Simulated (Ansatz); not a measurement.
`[OH][Zr]([OH])([Br])[Br]`. Charge 0, multiplicity 1. Zr takes the def2 core potential.

Cartesian coordinates in Å:
```
O -1.250 -0.228 1.127
Zr 0.062 -0.310 -0.232
O 1.034 1.310 -0.316
Br 1.652 -2.189 0.281
Br -1.077 -0.692 -2.442
H -1.865 -0.059 1.836
H 1.444 2.168 -0.255
```

Question: List the harmonic frequencies (cm⁻¹, unscaled) at PBE0-D4/def2-TZVP in Ansatz. (Best estimate.)

Answer: The calculation gave: 65, 106, 127, 129, 149, 168, 246, 263, 268, 301, 322, 741, 749, 3990, 3993.

Question: Is this a minimum?

Answer: Yes, all 15 modes are real.

Question: Give the ideal-gas thermochemistry at 298.15 K and 1 bar (rigid rotor, harmonic oscillator; point group C2v, symmetry number 2).

Answer: Zero-point energy 69.5 kJ/mol; H(298) − E = 96.7 kJ/mol; entropy 415.1 J/(mol·K), of which translation 179.4, rotation 122.9, vibration 112.9; G(298) − E = -27.1 kJ/mol. Modes under 100 cm⁻¹ are hindered rotations or soft bends, so the harmonic entropy is rough.

Question: Rotational constants (cm⁻¹)?

Answer: 0.05103, 0.02187, 0.01821.
